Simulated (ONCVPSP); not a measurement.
# Reading a pseudo-wave (hydrogen)

Columns: radius, all-electron u(r) and pseudo u(r) of the 1s shell (level -6.49 eV) of hydrogen in the configuration 1s1; PBE, scalar-relativistic, ONCV scheme, ONCVPSP 4.0.1.

```
r (bohr)  all-electron  pseudo
   0.062        0.1118  0.0912
   0.125        0.2114  0.1817
   0.188        0.2982  0.2679
   0.250        0.3722  0.3466
   0.312        0.4360  0.4180
   0.375        0.4916  0.4819
   0.438        0.5387  0.5366
   0.500        0.5776  0.5815
   0.562        0.6100  0.6179
   0.625        0.6368  0.6469
   0.688        0.6583  0.6688
   0.750        0.6747  0.6842
   0.812        0.6870  0.6947
   0.875        0.6957  0.7011
   0.938        0.7011  0.7042
   1.000        0.7035  0.7048
   1.062        0.7033  0.7036
   1.125        0.7009  0.7009
   1.188        0.6964  0.6964
   1.250        0.6904  0.6904
   1.312        0.6828  0.6828
   1.375        0.6738  0.6738
   1.438        0.6637  0.6637
   1.500        0.6528  0.6528
   1.562        0.6411  0.6411
   1.625        0.6286  0.6286
```

Q: How many radial nodes do the two functions have?

A: The all-electron 1s function has n − l − 1 = 0; the pseudo-wave has 0.

Q: At about which radius was the pseudo-wave matched?

A: 1.15 bohr. The columns agree to 0.0005 from 1.06 bohr on; several derivatives are matched, so the curves merge somewhat inside the radius.

Q: Where does each function peak?

A: Outermost all-electron maximum near 1.00 bohr, pseudo maximum near 1.00 bohr (to the table’s step).

Q: Is the pseudo-wave norm-conserving?

A: Yes: the ONCV scheme keeps the norm inside the radius equal to the all-electron one, which fixes the energy derivative of the logarithmic derivative at the level.
